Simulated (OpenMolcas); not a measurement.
## Potential curves of Sn₂⁺: spin-free states

Calculated with OpenMolcas 26.06: state-averaged CASSCF(7,8) over Sn 5s 5p, Sn 5s 5p, XMS-CASPT2 (IPEA 0.25, imaginary shift 0.2 hartree), scalar X2C, ANO-RCC-VDZP, then RASSI spin–orbit state interaction with atomic mean-field integrals. C2 symmetry about the axis (a holds Σ, Δ, Γ; b holds Π, Φ, H; Σ⁺ and Σ⁻ are not told apart); roots by multiplicity and irrep: 4a 5, 2b 8, 2a 7, 4b 2.

XMS-CASPT2 energies in eV from the lowest point. Curves are followed by energy order within each symmetry, so they are adiabatic and may change character at avoided crossings and where g and u states cross; Σ⁺ and Σ⁻ are counted together.

```csv
R (Å),(1)4Σ,(3)2Σ,(3)4Σ
2.412,0.737,3.633,3.985
2.553,0.244,2.698,3.341
2.679,0.047,2.143,2.999
2.805,0.000,1.782,2.793
2.945,0.056,1.537,2.656
3.086,0.178,1.404,2.574
3.282,0.399,1.340,2.506
3.534,0.704,1.428,2.468
3.927,1.134,1.794,2.464
4.488,1.607,2.182,2.495
```

With masses 119.902 and 119.902 u, fit the curves (1)4Σ near their minima.

At XMS-CASPT2, Te from the lowest curve (the fit fixes ωe to a per cent or two; the method's Re and ωe can be off by some per cent):

| curve | Te (cm⁻¹) | Re (Å) | ωe (cm⁻¹) |
| --- | --- | --- | --- |
| (1)4Σ | 0 | 2.795 | 165.4 |

Left out for impure symmetry, kinks or missing points, though low: (1)2Π, (1)2Δ, (1)2Σ, (2)2Σ, (2)2Π, (1)4Π, (1)4Δ, (2)4Σ, (3)2Π, (2)2Δ, (1)2Φ, (4)2Π. g and u states are not told apart. Only roots inside an energy window near the equilibrium distance were included, so the list of states is not complete; labels number the states computed. Each spin and symmetry block has orbitals of its own, averaged over its own roots, so gaps between blocks are less sure than gaps within one and near the minimum can be off by tenths of an eV, in bad cases by more. No Rydberg orbitals are active, so Rydberg states, and σ→σ* states whose orbital the CASSCF left unused, can be missing between those listed. CASPT2 splits the two components of degenerate states numerically, here by up to 114 cm⁻¹. Points that failed a check (symmetry, reference weights, a jump) are left out.
